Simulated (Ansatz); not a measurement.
Reaction (ligand exchange at the Si–N bond): `C=N[SiH2]N` + `N[SiH](O)F` → `N[SiH2]O[SiH](N)F` + `C=N`

Gas-phase electronic energies from Ansatz, PBE0-D4/def2-TZVP geometries. CCSD(T)/CBS adds triple-zeta CCSD(T) − MP2 to the extrapolated MP2 energy (def2 sets, frozen cores). This one scheme is used for every species. DFT in def2-TZVPP. Each species was taken in one conformer, which may not be the lowest.

`C=N[SiH2]N`:

Cartesian coordinates in Å:
```
C -1.447 -0.758 1.154
N -0.225 -0.720 0.860
Si 0.507 0.609 -0.012
N 1.307 0.143 -1.447
H -1.863 -1.611 1.705
H -2.171 0.033 0.892
H -0.546 1.598 -0.389
H 1.509 1.191 0.912
H 2.155 -0.399 -1.403
H 0.774 -0.087 -2.271
```

`N[SiH](O)F`:

```xyz
8

N    -0.181   -0.675    0.959
Si   -0.228    0.444   -0.320
O     1.220    0.532   -1.061
F    -1.375   -0.106   -1.283
H    -1.018   -1.150    1.254
H     0.486   -0.590    1.708
H    -0.567    1.843   -0.005
H     1.662   -0.298   -1.253
```

`N[SiH2]O[SiH](N)F`:

Z-matrix (Å, degrees):
```
Si
O 1 1.636
N 1 1.718 2 112.0
H 1 1.482 2 105.9 3 121.3
H 1 1.483 2 109.1 3 -118.1
Si 2 1.622 1 142.5 3 21.5
H 3 1.007 1 121.2 2 92.5
H 3 1.007 1 119.7 2 -120.8
N 6 1.693 2 108.5 1 6.4
F 6 1.599 2 106.7 1 -116.3
H 6 1.474 2 111.6 1 129.7
H 9 1.009 6 118.5 2 -30.6
H 9 1.006 6 122.7 2 177.9
```

`C=N`:

Z-matrix (Å, degrees):
```
C
N 1 1.261
H 1 1.096 2 124.9
H 1 1.092 2 118.8 3 -180.0
H 2 1.021 1 111.0 3 -0.0
```

```
        level  ΔE (kJ/mol)
      PBE0-D4        -75.9
MP2/CBS(def2)        -77.6
```

(1) What does CCSD(T)/CBS give? (Estimate.)

Largest T1 diagnostic among the species: 0.012.

Answers

(1) Computed: -81.0 kJ/mol. The listed levels differ from it by 5.1, 3.4 kJ/mol.

The D4 term adds −6.0 kJ/mol with B3LYP and −3.7 kJ/mol with PBE0; it sums over pairs of atoms, weighted by their polarisabilities, and B3LYP, whose exchange is more repulsive, gets the larger term. In def2-TZVPP, CCSD(T) changes the Hartree–Fock value by +3.7 kJ/mol (the triples alone add +1.2 kJ/mol) and MP2 by +7.1 kJ/mol. From PBE to PBE0 (25 % exact exchange), in def2-TZVPP and without D4, ΔE moves by −4.5 kJ/mol.

B3LYP here is the variant with VWN-RPA as its local correlation; programs differ in this.
